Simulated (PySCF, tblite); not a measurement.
Species: C₅H₁₂P₂.
SMILES: `C=CC[P@](=C)(C)P`

Jobs on this species (19 atoms, 72 electrons) with PySCF (density fitting) and tblite. Hardware of each: Arm Neoverse V2, one thread (shared host). The host was shared with other jobs, so the times are rough.

| level and settings | work | basis functions | SCF cycles | wall time |
| --- | --- | --- | --- | --- |
| PBE0/pcSseg-1 | shieldings, charges and field gradients | 193 | ? | ? |
| GFN2-xTB | Hessian by finite differences | – | – | 0.64 s |
| GFN2-xTB | L-BFGS relaxation | – | – | 0.92 s |

Task: Fill in the missing figures.

Result: 
- PBE0/pcSseg-1; shieldings, charges and field gradients: 28 s, 14 SCF cycles

Task: What do all jobs in the table cost together?

Result: About 30 s; the longest takes about 95 % of that, and about 44 times as long as the shortest.

---

Species: BF₃H₃P.
SMILES: `[BH3-][P+](F)(F)F`

Jobs on this species (8 atoms, 50 electrons) with PySCF (density fitting). Hardware of each: one thread of an Arm Neoverse V1, no GPU, shared host. The host was shared with other jobs, so the times are rough.

```
level and settings        work  basis functions  SCF cycles  wall time
     BLYP/pcSseg-2  shieldings              229           ?          ?
    B97-D/pcSseg-2  shieldings              229           ?          ?
      LDA/pcSseg-2  shieldings              229           ?          ?
     OPBE/pcSseg-2  shieldings              229          14       23 s
      PBE/pcSseg-2  shieldings              229          14       23 s
      KT3/pcSseg-2  shieldings              229          15       24 s
     BP86/pcSseg-2  shieldings              229          14       23 s
 mPW1PW91/pcSseg-2  shieldings              229          12       15 s
     PBE0/pcSseg-2  shieldings              229          12       15 s
```

Task: Fill in the missing figures.

Result: 
- BLYP/pcSseg-2; shieldings: 23 s, 14 SCF cycles
- B97-D/pcSseg-2; shieldings: 23 s, 14 SCF cycles
- LDA/pcSseg-2; shieldings: 19 s, 13 SCF cycles

Task: What do all jobs in the table cost together?

Result: About 3.1 min; the longest takes about 13 % of that, and about 1.6 times as long as the shortest.

---

Species: C7H17P.
SMILES: `CCCP(C)C(C)C`

Jobs on this species (25 atoms, 74 electrons) with PySCF (density fitting) and tblite. Hardware of each: one thread of an Intel Xeon 6975P-C, shared host. Other jobs ran on the host; a repeat could differ by tens of per cent or more.

```csv
level and settings,work,basis functions,SCF cycles,wall time
PBE0/pcSseg-1,"shieldings, charges and field gradients, density and orbital grids written",228,?,?
GFN2-xTB,L-BFGS relaxation,–,–,1.2 s
GFN2-xTB,Hessian by finite differences,–,–,0.96 s
```

Task: Fill in the missing figures.

Result: 
- PBE0/pcSseg-1; shieldings, charges and field gradients, density and orbital grids written: 49 s, 12 SCF cycles

Task: What do all jobs in the table cost together?

Result: About 51 s; the longest takes about 96 % of that, and about 51 times as long as the shortest.

---

Species: C₅H₈AlNS₂.
Bonds: C1–C2 (double), C2–C3, C3–N4, N4–Al5, Al5–S6, S6–C7, C7–C8 (double), C8–S9, Al5–S9. Hydrogens: H10, H11 on C1; H12 on C2; H13, H14 on C3; H15 on N4; H16 on C7; H17 on C8.

Jobs on this species (17 atoms, 90 electrons) with PySCF (density fitting) and tblite. Hardware of each: an Arm Neoverse N1 with one thread, shared host. The host was shared with other jobs, so the times are rough.

```csv
level and settings,work,basis functions,SCF cycles,wall time
GFN2-xTB,L-BFGS relaxation,–,–,?
PBE0/pcSseg-1,"shieldings, ring-centre shieldings, charges and field gradients",214,14,72 s
GFN2-xTB,Hessian by finite differences,–,–,1.5 s
```

Q: Fill in the missing figures.

A: 
- GFN2-xTB; L-BFGS relaxation: 3.5 s

Q: What do all jobs in the table cost together?

A: About 77 s; the longest takes about 94 % of that, and about 48 times as long as the shortest.
